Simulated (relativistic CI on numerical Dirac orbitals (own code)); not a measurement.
# Energy levels of Tm LVIII

These numbers are calculated, not measured: Dirac-Coulomb-Breit CI, separate exchange-only KLI orbitals for each configuration, model QED, unscaled Slater integrals (own radial code, finite nucleus).

Configuration list (outside the closed core [Ne]): 3s², 3s3p, 3p², 3s3d, 3d², 3p3d, 3p4s, 3d4s, 3s4s, 3s4p, 3s4d, 3s4f, 3s5s, 3s5p, 3s5d, 4s². Levels of other configurations are missing.

| No. | Configuration | Term | J | E (Ry) | % | Next component (%) | Lifetime (s) | jj configuration (%) |
| --- | --- | --- | --- | --- | --- | --- | --- | --- |
| 1 | 3s² | ¹S | 0 | 0.000 | 99 | 1 3p² ¹S |  | closed (99) |
| 2 | 3s3p | ³P° | 0 | 9.165 | 100 |  |  | 3s 3p1/2 (100) |
| 3 | 3s3p | ³P° | 1 | 10.205 | 74 | 26 ¹P° | 6.77e-11 | 3s 3p1/2 (99) |
| 4 | 3p² | ³P | 0 | 22.000 | 69 | 30 ¹S | 8.85e-12 | 3p1/2^2 (99) |
| 5 | 3s3p | ³P° | 2 | 28.646 | 100 |  | 1.21e-08 | 3s 3p3/2 (100) |
| 6 | 3s3p | ¹P° | 1 | 31.210 | 73 | 26 ³P° | 6.80e-13 | 3s 3p3/2 (99) |
| 7 | 3p² | ¹D | 2 | 40.408 | 57 | 28 ³P | 2.77e-12 | 3p1/2 3p3/2 (85) |
| 8 | 3p² | ³P | 1 | 40.524 | 100 |  | 9.13e-13 | 3p1/2 3p3/2 (100) |
| 9 | 3s3d | ³D | 1 | 43.101 | 100 |  | 1.05e-12 | 3s 3d3/2 (100) |
| 10 | 3s3d | ³D | 2 | 43.889 | 74 | 15 ¹D | 6.77e-13 | 3s 3d3/2 (84) |
| 11 | 3s3d | ³D | 3 | 47.521 | 100 |  | 5.22e-12 | 3s 3d5/2 (100) |
| 12 | 3s3d | ¹D | 2 | 48.733 | 71 | 22 ³D | 2.77e-12 | 3s 3d5/2 (91) |
| 13 | 3p3d | ³F° | 2 | 53.000 | 75 | 20 ¹D° | 2.19e-11 | 3p1/2 3d3/2 (100) |
| 14 | 3p3d | ³D° | 1 | 55.358 | 54 | 28 ¹P° | 7.69e-13 | 3p1/2 3d3/2 (99) |
| 15 | 3p3d | ³P° | 2 | 58.687 | 47 | 34 ³D° | 4.29e-12 | 3p1/2 3d5/2 (100) |
| 16 | 3p3d | ³F° | 3 | 58.862 | 54 | 25 ¹F° | 6.48e-12 | 3p1/2 3d5/2 (99) |
| 17 | 3p² | ³P | 2 | 60.564 | 62 | 36 ¹D | 4.81e-13 | 3p3/2^2 (98) |
| 18 | 3p² | ¹S | 0 | 61.830 | 69 | 30 ³P | 4.95e-13 | 3p3/2^2 (99) |
| 19 | 3p3d | ³D° | 2 | 73.354 | 51 | 27 ¹D° | 5.26e-13 | 3p3/2 3d3/2 (99) |
| 20 | 3p3d | ³P° | 0 | 74.049 | 100 |  | 4.98e-13 | 3p3/2 3d3/2 (100) |
| 21 | 3p3d | ³F° | 3 | 74.071 | 46 | 33 ¹F° | 5.70e-13 | 3p3/2 3d3/2 (95) |
| 22 | 3p3d | ³P° | 1 | 74.093 | 61 | 35 ³D° | 5.04e-13 | 3p3/2 3d3/2 (99) |
| 23 | 3p3d | ³F° | 4 | 76.972 | 100 |  | 1.13e-12 | 3p3/2 3d5/2 (100) |
| 24 | 3p3d | ³P° | 2 | 77.808 | 48 | 38 ¹D° | 8.45e-13 | 3p3/2 3d5/2 (99) |
| 25 | 3p3d | ³D° | 3 | 79.140 | 57 | 43 ¹F° | 8.08e-13 | 3p3/2 3d5/2 (96) |
| 26 | 3p3d | ¹P° | 1 | 80.012 | 67 | 22 ³P° | 7.34e-13 | 3p3/2 3d5/2 (99) |
| 27 | 3d² | ³F | 2 | 87.101 | 75 | 22 ¹D | 5.55e-13 | 3d3/2^2 (99) |
| 28 | 3d² | ³P | 0 | 88.896 | 73 | 27 ¹S | 4.92e-13 | 3d3/2^2 (98) |
| 29 | 3d² | ³F | 3 | 91.226 | 100 |  | 9.47e-13 | 3d3/2 3d5/2 (100) |
| 30 | 3d² | ³P | 2 | 92.075 | 49 | 31 ¹D | 8.46e-13 | 3d3/2 3d5/2 (99) |
| 31 | 3d² | ¹G | 4 | 92.223 | 67 | 33 ³F | 1.09e-12 | 3d3/2 3d5/2 (98) |
| 32 | 3d² | ³P | 1 | 92.420 | 100 |  | 8.19e-13 | 3d3/2 3d5/2 (100) |
| 33 | 3d² | ³F | 4 | 96.004 | 67 | 33 ¹G | 3.03e-12 | 3d5/2^2 (98) |
| 34 | 3d² | ³P | 2 | 96.693 | 48 | 47 ¹D | 2.46e-12 | 3d5/2^2 (100) |
| 35 | 3d² | ¹S | 0 | 98.722 | 73 | 27 ³P | 1.74e-12 | 3d5/2^2 (97) |
| 36 | 3s4s | ³S | 1 | 198.405 | 100 |  | 2.18e-14 | 3s 4s (100) |
| 37 | 3s4s | ¹S | 0 | 199.434 | 100 |  | 2.29e-14 | 3s 4s (100) |
| 38 | 3s4p | ³P° | 0 | 203.217 | 99 | 1 3p4s ³P° | 8.95e-14 | 3s 4p1/2 (99) |
| 39 | 3s4p | ³P° | 1 | 203.315 | 68 | 32 ¹P° | 2.60e-14 | 3s 4p1/2 (100) |
| 40 | 3p4s | ³P° | 1 | 209.076 | 56 | 29 ¹P° | 2.48e-14 | 3p1/2 4s (85) |
| 41 | 3p4s | ³P° | 0 | 209.367 | 99 | 1 3s4p ³P° | 3.09e-14 | 3p1/2 4s (99) |
| 42 | 3s4p | ³P° | 2 | 211.135 | 100 |  | 1.27e-13 | 3s 4p3/2 (100) |
| 43 | 3s4p | ¹P° | 1 | 211.749 | 59 | 27 ³P° | 2.26e-14 | 3s 4p3/2 (85) |
| 44 | 3s4d | ³D | 1 | 216.343 | 100 |  | 1.23e-14 | 3s 4d3/2 (100) |
| 45 | 3s4d | ³D | 2 | 216.416 | 65 | 35 ¹D | 1.24e-14 | 3s 4d3/2 (100) |

Energies count from the lowest computed level; ° marks odd parity; lifetimes are radiative, by E1, M1, E2, M2 decay to levels of this space only; some are left blank where a channel outside the calculation adds to the decay or the decay crosses a small, uncertain gap. Filled j subshells are mostly left out of the jj labels.

The mean weight of the leading LS term, summed over parents, in these 45 levels is 76 %, and that of the leading jj configuration (from the same eigenvectors) 98 %, so jj coupling describes them better and the LS labels are nominal.

At this charge energies of transitions that change n are usually good to better than 1 %, and those within a shell (Δn = 0) to a few per cent.

LS names give the leading component of a level, which can be under half, so a name can repeat, a term be missing and a line seem to break the LS rules.
